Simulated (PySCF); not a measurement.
H$_{2}$Cl$_{2}$OSi (SMILES O[SiH](Cl)Cl), singlet, geometry from GFN2-xTB. Base run: PySCF with HF/cc-pVDZ, polarisability.

Input for PySCF:
```python
from pyscf import gto, scf
from pyscf.prop import polarizability

mol = gto.Mole()
mol.atom = '''
    Si    0.03178846   -0.44809257    0.33333373
    O    -1.33350258   -1.28426862    0.12906388
    Cl   -0.36281234    1.40504158    1.01803581
    Cl    1.04160721   -0.29655377   -1.40331102
    H     0.73412239   -1.25189336    1.30556751
    H    -2.05065303   -1.04495447   -0.45507216
'''
mol.basis = 'cc-pvdz'
mol.verbose = 3
mol.build()

mf = scf.RHF(mol)
mf.kernel()
alpha = mf.Polarizability().polarizability()[2, 2]
print('alpha_zz =', alpha)
```

Variants of this job, named by their change:

| change | alpha_zz (bohr³) | basis functions | core-seconds (rough) |
|---|---|---|---|
| base | 39.16 | 78 | 3 |
| basis = 6-31G | 35.53 | 52 | 1 |
| finite field (a.u.) = 0.005; conv_tol = 1e-11 | 39.16 | 78 | 3 |
| basis = def2-SVPD | 51.51 | 117 | 9 |
| basis = 6-31+G* | 43.37 | 88 | 4 |
| finite field (a.u.) = 2e-4; conv_tol = 1e-6 | 38.99 | 78 | 2 |
| basis = aug-cc-pVDZ | 51.59 | 122 | 10 |
| functional = lda,vwn | … | 78 | 10 |
| functional = pbe | 44.09 | 78 | 20 |
| functional = pbe0 | … | 78 | 20 |
| finite field (a.u.) = 0.001; conv_tol = 1e-11 | 39.16 | 78 | 2 |
| finite field (a.u.) = 2e-4; conv_tol = 1e-11 | 39.16 | 78 | 2 |

Question: Some entries are withheld; supply them.

Answer: 
- functional = lda,vwn, alpha_zz (bohr³): 44.40
- functional = pbe0, alpha_zz (bohr³): 42.56

Finite-field rows take the second difference of the energy in a field along z; a small field with loose convergence shows SCF noise divided by the square of the field, and a large one adds hyperpolarisability.
